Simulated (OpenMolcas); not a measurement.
# Co VIII: effect of the IPEA shift

- Program: OpenMolcas
- Basis: ANO-RCC-VTZP [6s5p3d2f1g]
- Scalar Hamiltonian: DKH2, point nucleus
- Active space: 8 electrons in 8 orbitals (RAS1 3p, at most 2 holes; RAS2 3d)
- State averaging: 2S+1 = 3 even, 10 roots; 2S+1 = 1 even, 15 roots
- Spin-orbit coupling: RASSI with atomic mean-field integrals over the reference wave functions, term energies averaged over their components

Methods on the same reference wave functions:
A. RASSCF
B. SS-RASPT2, IPEA 0 Eh, imaginary shift 0.1 Eh (closed shells correlated: 3s)
C. SS-RASPT2, IPEA 0.25 Eh, imaginary shift 0.1 Eh (closed shells correlated: 3s)

Energies in cm-1 above 3d2 3F2, the measured ground level; measured values from Sugar and Corliss, J. Phys. Chem. Ref. Data 10, 1097 (1981).

```json
{"Level": "3d2 3F2", "A": "0.0", "B": "0.0", "C": "0.0", "Measured": "0.0"}
{"Level": "3d2 3F3", "A": "1410", "B": "1415", "C": "1415", "Measured": "1430"}
{"Level": "3d2 3F4", "A": "3151", "B": "3150", "C": "3150", "Measured": "3144"}
{"Level": "3d2 1D2", "A": "21203", "B": "20070", "C": "20080", "Measured": "19624"}
{"Level": "3d2 3P0", "A": "24981", "B": "22890", "C": "23020", "Measured": "22304"}
{"Level": "3d2 3P1", "A": "25509", "B": "23410", "C": "23550", "Measured": "22839"}
{"Level": "3d2 3P2", "A": "26693", "B": "24670", "C": "24790", "Measured": "24055"}
{"Level": "3d2 1G4", "A": "35885", "B": "32940", "C": "32910", "Measured": "32360"}
{"Level": "3d2 1S0", "A": "75275", "B": "76120", "C": "76070", "Measured": "74247"}
```

Deviations, from unrounded energies. A percentage is the sum of absolute deviations over the sum of measured energies, with the sign that they share, or ± where signs differ.

```
                        Against measurement  Levels     A     B     C
             mean absolute deviation (cm-1)       8  1800   590   630
      fine structure of the ground term (%)       2  ±0.6  ±0.5  ±0.5
other terms of the ground configuration (%)       6  +7.2  +2.4  +2.6
```

B lies closest to measurement on these levels and A furthest from it. The largest miss of B in the table is 3d2 1S0, by +1900 cm-1. The ranking rests on the paired levels alone, and a cruder setting can come out closer through cancelling errors.

Between B and C the level of the table that moves most is 3d2 3P1, by 140 cm-1 (lowest in B, highest in C). Moves below CASPT2's spread within the term are not significant.

The mean deviations of B to C differ by less than CASPT2's widest spread within a term (350 cm-1), so their order carries little weight.

From A to B the spin-free energies of the other terms of 3d2 shown, above 3F, scale by factors of 0.91 to 1.01.

The lowest spin-free term lies below A's lowest term by 0.163 hartree in B, 0.161 hartree in C.

CASPT2 does not keep the components of a term degenerate, so their means are used; among the terms shown or strongly mixed into the levels shown the widest spread is 350 cm-1 (3d2 3F, B). Active for correlation alone: 3p; no level in the range computed is led by a configuration that opens it, so any true level of that kind is missing. Without dynamic correlation excited terms often stand tens of per cent too high (terms of higher spin than the ground term too low), and those without a measured partner can miss by more than the paired ones (holds for A). Measured partners are found by configuration, term and J. A level has none where our copy of the source lacks it or the pairing is in doubt (some pairs that miss far off the trend of their configuration count as doubtful), and it then counts in no deviation. Only configurations of the active space appear.
